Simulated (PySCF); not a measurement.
Isomers of C7H10O.

All values: PBE0/pcSseg-1 (PySCF) at GFN2-xTB geometries, gas phase, one conformer each.

Problem. Rank by HOMO energy, lowest first.
A. `[CH2:1]=[CH:2][O:3][CH:4]=[C:5]1[CH2:6][CH2:7][CH2:8]1` with C1–C2–O3–C4 180°, C2–O3–C4–C5 180°
B. `C1C[C@@H]2C[C@H]1C(C2)=O`
C. `[CH3:1][O:2][CH:3]1[CH:4]=[CH:5][CH2:6][CH:7]=[CH:8]1` with C1–O2–C3–C4 -159°, O2–C3–C4–C5 -147°, C4–C5–C6–C7 21°, C5–C6–C7–C8 -21°, O2–C3–C8–C7 144°
D. `CC1=COC=C(C)C1`
E. `[CH3:1][O:2][CH2:3][C:4]1=[CH:5][CH2:6][CH:7]=[CH:8]1` with C1–O2–C3–C4 -65°, O2–C3–C4–C5 120°
F. `[CH2:1]=[CH:2][C:3]([CH3:4])([CH:5]=[CH2:6])[CH:7]=[O:8]` with C1–C2–C3–C4 -159°, C2–C3–C5–C6 142°, C2–C3–C7–O8 104°

Solution. F (-7.29 eV), C (-7.08 eV), B (-6.87 eV), E (-6.44 eV), A (-5.97 eV), D (-5.84 eV).

Problem. Rank by the highest IAO charge on any atom, highest value first.
A. `[O:1]=[C:2]([CH:3]1[CH2:4][CH2:5]1)[CH:6]1[CH2:7][CH2:8]1` with O1–C2–C3–C4 27°, O1–C2–C6–C7 -34°
B. `[CH2:1]=[CH:2][C:3]([CH3:4])([CH:5]=[CH2:6])[CH:7]=[O:8]` with C1–C2–C3–C4 -159°, C2–C3–C5–C6 142°, C2–C3–C7–O8 104°
C. `[CH3:1][O:2][CH:3]1[CH:4]=[CH:5][CH2:6][CH:7]=[CH:8]1` with C1–O2–C3–C4 -159°, O2–C3–C4–C5 -147°, C4–C5–C6–C7 21°, C5–C6–C7–C8 -21°, O2–C3–C8–C7 144°
D. `[CH:1]#[C:2][CH2:3][C:4](=[CH2:5])[O:6][CH2:7][CH3:8]` with C2–C3–C4–C5 -79°, C3–C4–O6–C7 -176°, C4–O6–C7–C8 178°
E. `[CH2:1]=[CH:2][C:3](=[O:4])[C:5](=[CH2:6])[CH2:7][CH3:8]` with C1–C2–C3–O4 -10°, C2–C3–C5–C6 -38°, C3–C5–C7–C8 -74°

Solution. A (+0.383 e), E (+0.357 e), B (+0.268 e), D (+0.223 e), C (+0.159 e).

Problem. Rank by the lowest Hirshfeld charge on any atom, highest value first.
A. `[CH3:1][O:2][CH2:3][C:4]1=[CH:5][CH2:6][CH:7]=[CH:8]1` with C1–O2–C3–C4 -65°, O2–C3–C4–C5 120°
B. `[CH2:1]=[CH:2][C:3]([CH3:4])([CH:5]=[CH2:6])[CH:7]=[O:8]` with C1–C2–C3–C4 -159°, C2–C3–C5–C6 142°, C2–C3–C7–O8 104°
C. `CC1=COC=C(C)C1`
D. `[CH2:1]=[C:2]([CH2:3][C:4]1=[CH:5][CH2:6]1)[O:7][CH3:8]` with C1–C2–C3–C4 97°, C2–C3–C4–C5 0°, C1–C2–O7–C8 -4°
E. `[O:1]=[C:2]([CH:3]1[CH2:4][CH2:5]1)[CH:6]1[CH2:7][CH2:8]1` with O1–C2–C3–C4 27°, O1–C2–C6–C7 -34°
F. `O=C1C[C@@H]2CC[C@H]1C2`

Solution. C (-0.116 e), A (-0.149 e), D (-0.163 e), B (-0.214 e), E (-0.237 e), F (-0.250 e).

All values together:

| SMILES | μ (D) | HOMO (eV) | LUMO (eV) | lowest IAO charge (e) | highest IAO charge (e) | lowest Hirshfeld charge (e) | highest Hirshfeld charge (e) |
| --- | --- | --- | --- | --- | --- | --- | --- |
| COC1C=CCC=C1 | 1.41 | -7.08 | 0.44 | -0.394 (O) | +0.159 (H) | -0.143 (O) | +0.051 (H) |
| C[C@@H](O)C1C=CC=C1 | 1.28 | -6.51 | -0.78 | -0.547 (O) | +0.342 (H) | -0.225 (O) | +0.158 (H) |
| C=CC(C)(C=C)C=O | 2.60 | -7.29 | -0.94 | -0.412 (C) | +0.268 (C) | -0.214 (O) | +0.133 (C) |
| COCC1=CCC=C1 | 1.81 | -6.44 | -0.53 | -0.393 (O) | +0.169 (H) | -0.149 (O) | +0.056 (H) |
| CC1=COC=C(C)C1 | 1.24 | -5.84 | 0.49 | -0.417 (C) | +0.157 (H) | -0.116 (C) | +0.052 (H) |
| C=C(C)C1=CCOC1 | 1.97 | -6.53 | -0.86 | -0.425 (C) | +0.156 (H) | -0.161 (O) | +0.055 (H) |
| C#CCC(=C)OCC | 1.33 | -6.64 | 0.61 | -0.436 (C) | +0.223 (C) | -0.160 (C) | +0.088 (H) |
| O=C1C[C@@H]2CC[C@H]1C2 | 3.23 | -6.87 | -0.30 | -0.410 (O) | +0.388 (C) | -0.250 (O) | +0.167 (C) |
| C=C(CC1=CC1)OC | 1.49 | -6.60 | 0.56 | -0.440 (C) | +0.221 (C) | -0.163 (C) | +0.081 (C) |
| O=C(C1CC1)C1CC1 | 2.73 | -7.22 | -0.45 | -0.462 (O) | +0.383 (C) | -0.237 (O) | +0.163 (C) |
| C=CC(=O)C(=C)CC | 2.54 | -7.41 | -2.00 | -0.422 (O) | +0.357 (C) | -0.222 (O) | +0.153 (C) |
| C=COC=C1CCC1 | 1.32 | -5.97 | 0.37 | -0.389 (C) | +0.161 (H) | -0.145 (C) | +0.050 (H) |

Conformers: `[CH3:1][O:2][CH:3]1[CH:4]=[CH:5][CH2:6][CH:7]=[CH:8]1` with C1–O2–C3–C4 -159°, O2–C3–C4–C5 -147°, C4–C5–C6–C7 21°, C5–C6–C7–C8 -21°, O2–C3–C8–C7 144°; `[CH3:1][C@@H:2]([OH:3])[CH:4]1[CH:5]=[CH:6][CH:7]=[CH:8]1` with C1–C2–O3–H 57°, C1–C2–C4–C5 63°; `[CH2:1]=[CH:2][C:3]([CH3:4])([CH:5]=[CH2:6])[CH:7]=[O:8]` with C1–C2–C3–C4 -159°, C2–C3–C5–C6 142°, C2–C3–C7–O8 104°; `[CH3:1][O:2][CH2:3][C:4]1=[CH:5][CH2:6][CH:7]=[CH:8]1` with C1–O2–C3–C4 -65°, O2–C3–C4–C5 120°; `[CH2:1]=[C:2]([CH3:3])[C:4]1=[CH:5][CH2:6][O:7][CH2:8]1` with C1–C2–C4–C5 180°; `[CH:1]#[C:2][CH2:3][C:4](=[CH2:5])[O:6][CH2:7][CH3:8]` with C2–C3–C4–C5 -79°, C3–C4–O6–C7 -176°, C4–O6–C7–C8 178°; `[CH2:1]=[C:2]([CH2:3][C:4]1=[CH:5][CH2:6]1)[O:7][CH3:8]` with C1–C2–C3–C4 97°, C2–C3–C4–C5 0°, C1–C2–O7–C8 -4°; `[O:1]=[C:2]([CH:3]1[CH2:4][CH2:5]1)[CH:6]1[CH2:7][CH2:8]1` with O1–C2–C3–C4 27°, O1–C2–C6–C7 -34°; `[CH2:1]=[CH:2][C:3](=[O:4])[C:5](=[CH2:6])[CH2:7][CH3:8]` with C1–C2–C3–O4 -10°, C2–C3–C5–C6 -38°, C3–C5–C7–C8 -74°; `[CH2:1]=[CH:2][O:3][CH:4]=[C:5]1[CH2:6][CH2:7][CH2:8]1` with C1–C2–O3–C4 180°, C2–O3–C4–C5 180°.
